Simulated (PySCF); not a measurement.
## The first ionisation energy along the lanthanides

Calculated with PySCF 2.14 from differences of total energies of unrestricted determinants, without spin-orbit coupling. Values in eV. The last column holds reference values (NIST; (s) semi-empirical, (t) theoretical, else measured). Unmarked ones compare directly (S terms, centres of terms, or small fine structure); those marked * lie between the lowest fine-structure levels and include a spin-orbit shift.

| element | configurations | LDA | PBE | MP2 (valence) | SCS-MP2 (valence) | MP2 (valence and next inner shell) | SCS-MP2 (valence and next inner shell) | reference |
| --- | --- | --- | --- | --- | --- | --- | --- | --- |
| La (x2c-TZVPPall, spin-free X2C) | [Xe] 5d1 6s2 → [Xe] 5d2 | n/a | n/a | n/a | n/a | n/a | n/a | 5.645 |
| Ce (x2c-TZVPPall, spin-free X2C) | [Xe] 4f1 5d1 6s2 → [Xe] 4f1 5d2 | n/a | n/a | 5.589 | 5.606 | n/a | n/a | 5.539 * |
| Pr (x2c-TZVPPall, spin-free X2C) | [Xe] 4f3 6s2 → [Xe] 4f3 6s1 | 5.594 | 5.391 | 5.310 | 5.358 | 5.348 | 5.381 | 5.470 (s) * |
| Nd (x2c-TZVPPall, spin-free X2C) | [Xe] 4f4 6s2 → [Xe] 4f4 6s1 | 5.648 | 5.440 | 5.370 | 5.424 | 5.405 | 5.442 | 5.525 * |
| Pm (x2c-TZVPPall, spin-free X2C) | [Xe] 4f5 6s2 → [Xe] 4f5 6s1 | 5.700 | 5.488 | 5.427 | 5.484 | 5.459 | 5.498 | 5.582 * |
| Sm (x2c-TZVPPall, spin-free X2C) | [Xe] 4f6 6s2 → [Xe] 4f6 6s1 | 5.751 | 5.535 | 5.480 | 5.541 | 5.509 | 5.550 | 5.626 |
| Eu (x2c-TZVPPall, spin-free X2C) | [Xe] 4f7 6s2 → [Xe] 4f7 6s1 | 5.797 | 5.578 | 5.528 | 5.591 | 5.554 | 5.596 | 5.670 |
| Gd (x2c-TZVPPall, spin-free X2C) | [Xe] 4f7 5d1 6s2 → [Xe] 4f7 5d1 6s1 | 6.304 | 6.087 | 5.895 | 5.956 | 5.920 | 5.959 | 6.163 |
| Tb (x2c-TZVPPall, spin-free X2C) | [Xe] 4f9 6s2 → [Xe] 4f9 6s1 | 6.006 | 5.787 | 5.723 | 5.757 | 5.746 | 5.764 | 5.864 * |
| Dy (x2c-TZVPPall, spin-free X2C) | [Xe] 4f10 6s2 → [Xe] 4f10 6s1 | 6.096 | 5.878 | 5.809 | 5.832 | 5.829 | 5.840 | 5.939 * |
| Ho (x2c-TZVPPall, spin-free X2C) | [Xe] 4f11 6s2 → [Xe] 4f11 6s1 | 6.186 | 5.968 | 5.896 | 5.910 | 5.915 | 5.918 | 6.021 * |
| Tm (x2c-TZVPPall, spin-free X2C) | [Xe] 4f13 6s2 → [Xe] 4f13 6s1 | 6.362 | 6.144 | 6.058 | 6.053 | 6.074 | 6.063 | 6.184 * |
| Yb (x2c-TZVPPall, spin-free X2C) | [Xe] 4f14 6s2 → [Xe] 4f14 6s1 | 6.441 | 6.223 | 6.136 | 6.124 | 6.150 | 6.135 | 6.254 |
| Lu (x2c-TZVPPall, spin-free X2C) | [Xe] 4f14 5d1 6s2 → [Xe] 4f14 6s2 | 5.603 | 5.510 | 4.740 | 4.643 | 4.779 | 4.675 | 5.278 |

Question: Which of these methods has the smallest mean absolute error against the measured values here?

Answer: PBE, with 0.105 eV.

```
                                method  elements  mean error (eV)  mean absolute error (eV)  largest error (eV)
                                   LDA         5            0.181                     0.181               0.326
                                   PBE         5           -0.011                     0.105               0.233
                         MP2 (valence)         5           -0.242                     0.242              -0.537
                     SCS-MP2 (valence)         5           -0.228                     0.228              -0.635
    MP2 (valence and next inner shell)         5           -0.216                     0.216              -0.498
SCS-MP2 (valence and next inner shell)         5           -0.215                     0.215              -0.603
```

For Ce, Pr, Nd, Pm, Tb, Dy, Ho a determinant mixes LS terms or the coupling is close to jj, so these rows are model values.

Errors include the incompleteness of the basis and the frozen core.

"Valence" correlates the outer s and p shells and, in groups 3 to 12 and the f block, the outer d or f shell, open or full, or the next shell where the ion has no valence electron left; the wider scheme adds the next inner shell.
